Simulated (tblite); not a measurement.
Start geometry of `C#C[C@@H]1[CH]O[C@H](F)O[C@@H]1F` [radical] from a force field or distance geometry (Å):
```
atom  x, y, z in Å
C1     2.8138    0.4462   -0.4158
C2     1.7662   -0.1589   -0.2116
C3     0.5462   -0.9125    0.0729
C4    -0.2856   -0.8421   -1.2168
O5    -0.8001    0.4458   -1.3223
C6    -1.7067    0.7298   -0.3091
F7    -1.5412    2.0493    0.0695
O8    -1.5150   -0.0585    0.8098
C9    -0.1841   -0.1617    1.1803
F10    0.3469    1.1215    1.3531
H11    3.6931    0.9840   -0.6180
H12    0.7775   -1.9256    0.3870
H13   -1.1125   -1.5805   -1.1696
H14   -2.7291    0.6175   -0.7152
H15   -0.0739   -0.7463    2.0839
```

Question: What comes out of this run: tblite 0.8.0, GFN2-xTB geometry optimisation, gas phase?

Answer: 
```
atom  x, y, z in Å
C1     2.430    0.694   -0.659
C2     1.582   -0.036   -0.234
C3     0.482   -0.894    0.205
C4    -0.437   -1.112   -0.947
O5    -1.362   -0.142   -1.273
C6    -1.539    0.832   -0.327
F7    -0.604    1.822   -0.525
O8    -1.495    0.376    0.961
C9    -0.312   -0.248    1.367
F10    0.462    0.662    2.034
H11    3.193    1.324   -1.004
H12    0.902   -1.850    0.536
H13   -0.170   -1.722   -1.789
H14   -2.523    1.296   -0.483
H15   -0.612   -0.994    2.116
```

The energy falls by 105.1 kJ/mol over 104 L-BFGS steps, the largest force on an atom goes from 3.54 to 0.006 eV/Å, and the atoms move by 0.643 Å rms after alignment. The bond that changes most is C3–C4 (ends: carbon bonded to 3 C and H; carbon bonded to C, O and H), which shortens by 0.046 Å. Bonds longer at the end by more than 0.005 Å: 4 of 15; shorter: 9. Among the angles that change most is C3–C4–H13, from 109.7° to 122.4°. Among the dihedrals that turn most is H13–C4–O5–C6, from 54° to -167°. Rotational constants go from 2235, 1281, 1162 to 1784, 1481, 1258 MHz. The orientation of the end geometry is arbitrary; only internal coordinates are fixed.

Its GFN2-xTB frequencies are all real (lowest 61 cm⁻¹).

One conformer stands for the species.

These are computed values.
